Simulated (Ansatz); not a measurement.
Relaxation of HgS2 with UKS PBE0-D4/def2-TZVP.

```sh
$ ansatz run in.yaml --threads 2 --pin off --events-out ev --progress --plain --max-ram 4352MiB
```

```yaml
crystal:
  periodic: [false, false, false]
  atoms:
    - {symbol: Hg, position_ang: [0.000080, 0.000140, 0.000174]}
    - {symbol: S, position_ang: [2.085742, -0.405593, -0.666213]}
    - {symbol: S, position_ang: [-2.085822, 0.405453, 0.666039]}
basis:
  gaussian: {orbitals: def2-TZVP}
magnetization: {spin_polarized: true, initial_magnetization: 2}
hamiltonian: {xc: pbe0, dispersion: d4}
scf: {lower_state_search: "off"}
output: {orbitals: {seedname: orbitals}}
relax: {f_tol: 0.02, max_steps: 100}
```

Hardware: 2 threads of Arm Neoverse V2 on a shared host. Wall time 63 s.

Positions (Å) and forces (eV/Å) at steps 1, 2, 3, 4 of 4:

```xyz
3
step=1 energy=-25839.2030 eV
Hg    0.000    0.000    0.000    0.000    0.000   -0.001
S     2.086   -0.406   -0.666    0.036   -0.007   -0.011
S    -2.086    0.405    0.666   -0.036    0.007    0.012
3
step=2 energy=-25839.4319 eV
Hg    0.000    0.000    0.000    0.000    0.000    0.000
S     2.088   -0.406   -0.667    0.773   -0.150   -0.247
S    -2.088    0.406    0.667   -0.773    0.150    0.247
3
step=3 energy=-25839.4769 eV
Hg    0.000    0.000    0.000    0.000    0.000    0.000
S     2.135   -0.415   -0.682    0.091   -0.018   -0.029
S    -2.135    0.415    0.682   -0.091    0.018    0.029
3
step=4 energy=-25839.4776 eV
Hg    0.000    0.000    0.000    0.000    0.000    0.000
S     2.142   -0.416   -0.684    0.004   -0.001   -0.001
S    -2.142    0.416    0.684   -0.004    0.001    0.001
```

In the def2 sets Hg takes a core potential; there is no spin–orbit coupling. The structure comes from a short search, and lower isomers may exist.
